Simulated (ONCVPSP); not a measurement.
Before and after: ONCV potential for silicon (Si)

```
Element                 : silicon (Si)
Generator               : ONCVPSP 4.0.1
Type                    : optimised norm-conserving Vanderbilt (ONCV)
Functional              : PBE
Relativity              : scalar-relativistic
Frozen core             : [Ne]
Valence charge          : 4
Reference configuration : 3s2 3p1.5 (charge +0.5)
Partial waves           : 3s: rc 1.70 bohr, ncon 4, nbas 8, qcut 4.5 1/bohr, 2 projectors, debl 3.8 Ha; 3p: rc 1.55 bohr, ncon 5, nbas 9, qcut 4.6 1/bohr, 2 projectors, debl 1.8 Ha
Local potential         : polynomial inside 1.40 bohr (lpopt 5, dvloc0 4 Ha)
Core correction         : Teter function, fcfact 3.25, rcfact 1.2
```

Change: p: rc 1.68.

Cutoffs: the cutoffs (Ha) at which the residual kinetic energy of the hardest occupied pseudo-wave falls to 1 and 0.1 mHa per electron; they do not see the model core or the augmentation charge, which bear on the density cutoff. Errors are all-electron minus pseudo energies relative to the spin-unpolarised reference configuration.

Problem. How do hardness, ghosts and transferability respond?

Solution. The potential gets softer (26 Ha and 98 Ha → 8.0 Ha and 51 Ha); the bound ghost in p disappears; of the 4 tests that both files solve, the error grows in 0 and shrinks in 2 by more than 15 % and 0.3 meV (median size 1.2 → 0.7 meV). A larger radius leaves more room for a smooth pseudo-wave, so fewer plane waves are needed.

| quantity | base | changed |
| --- | --- | --- |
| cutoff, loose | 26 Ha | 8.0 Ha |
| cutoff, tight | 98 Ha | 51 Ha |
| loose cutoff by channel | s 8.0 Ha, p 26 Ha | s 8.0 Ha, p 3.4 Ha |
| bound ghosts | p | none |
| GHOST(+) flags under 300 eV | none | none |
| error for 3s2 3p2, meV [ΔE -2.92 eV] | -0.1 | 0.0 |
| error for 3s2 3p1, meV [ΔE 4.82 eV] | -0.4 | -0.4 |
| error for 3s2 3p0, meV [ΔE 20.81 eV] | -2.0 | -0.9 |
| error for 3s0 3p4, meV [ΔE 10.86 eV] | +16 | +8.9 |
| s: phases at 1.73 bohr within 0.05 rad from the reference energy up to (Ha; the scan ends near 5) | 4.8 | 4.8 |
| rms error of d²Exc/dni dnj with the model core, mHa | 0.88 | 0.87 |

Base: The cutoffs count occupied waves only; projector 2 of the p channel, the hardest unoccupied one, needs 127 Ha at the loose tolerance. Changed file: The cutoffs count occupied waves only; projector 2 of the p channel, the hardest unoccupied one, needs 95 Ha at the loose tolerance. A true bound ghost makes a file unfit for plane-wave use even where its test errors are small: the radial tests pick states by their node count and pass the ghost by.
